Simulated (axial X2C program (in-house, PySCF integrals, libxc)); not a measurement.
# BiSe⁺: from the spin-free to the two-component result

Calculated with an in-house relativistic program for diatomic molecules. Spin-free means the one-electron spin-free X2C Hamiltonian; two-component (2c) means X2C with spin–orbit coupling and atomic mean-field two-electron Coulomb and Gaunt terms, so the difference of the two also holds small scalar two-electron terms. Basis: Bi dyall-cv3z [12s14p10d6f1g], Se dyall-cv3z [8s9p6d4f1g] (cores contracted in-house); Gaussian nuclei, density fitting, unrestricted open shells. Masses: Bi 208.980 u, Se 79.917 u.

Spin-free state: M_S = 0, Λ = 0 (closed shell); fragments Bi+ + Se.

```tsv
level	Re (Å)	ωe (cm⁻¹)	De (eV)	μ (D)
PBE0	2.332	337.2	4.228	-1.48
HF	2.299	370.6	1.382	-2.19
CCSD	2.354	328.7	3.699	n/a
CCSD(T)	2.382	304.1	4.085	n/a
PBEsol	2.351	320.2	5.101	-1.15
```

Correlated methods: 10 electrons correlated (number of frozen shells: Bi 5 s, 4 p, 3 d, 1 f; Se 3 s, 2 p, 1 d), 264 virtual spin orbitals or spinors in MP2, 88 natural virtuals in coupled cluster.

Dipoles are positive if Se is the positive end and refer to the centre of mass.

Two-component determinant lowest at the distance of the search:

Ω = 0 (closed shell); fragments Bi+ + Se.

```json
{"level": "PBE0", "Re (Å)": "2.354", "ωe (cm⁻¹)": "310.9", "De (eV)": "2.464", "μ (D)": "-1.34"}
{"level": "HF", "Re (Å)": "2.355", "ωe (cm⁻¹)": "283.0", "De (eV)": "n/a", "μ (D)": "-1.74"}
{"level": "CCSD", "Re (Å)": "2.382", "ωe (cm⁻¹)": "296.8", "De (eV)": "1.873", "μ (D)": "n/a"}
{"level": "CCSD(T)", "Re (Å)": "2.390", "ωe (cm⁻¹)": "295.9", "De (eV)": "2.161", "μ (D)": "n/a"}
{"level": "PBEsol", "Re (Å)": "2.366", "ωe (cm⁻¹)": "303.0", "De (eV)": "3.245", "μ (D)": "-1.06"}
```

(1) From the two tables, how do the constants change at the CCSD(T) level (2c against spin-free)?

The state is one determinant whose occupation by symmetry is held fixed; it was picked as the lowest of a PBE0 search that is not exhaustive. Closed shells are restricted here (equal orbitals for both partners); the stretched side of such a curve lies too high. Dissociation energies refer to the lowest single-determinant-based atoms at the same level and basis. De is not given where an atomic determinant may have missed its ground term or J level, or where the truncated virtual space spoils (T). CCSD and (T) use frozen natural virtuals with an MP2 correction for the truncation; (T) itself is uncorrected, so its De runs slightly low. The functionals have no current-density term, which raises determinants with orbital currents, atoms included. The T1 diagnostic is large, a sign of multireference character. With the outer-core shells frozen, correlated bond lengths of heavy atoms tend to come out a few hundredths of an ångström too long.

Results:

(1) At the CCSD(T) level Re increases by 0.008 Å and ωe decreases by 8.2 cm⁻¹; De changes by -1.924 eV.
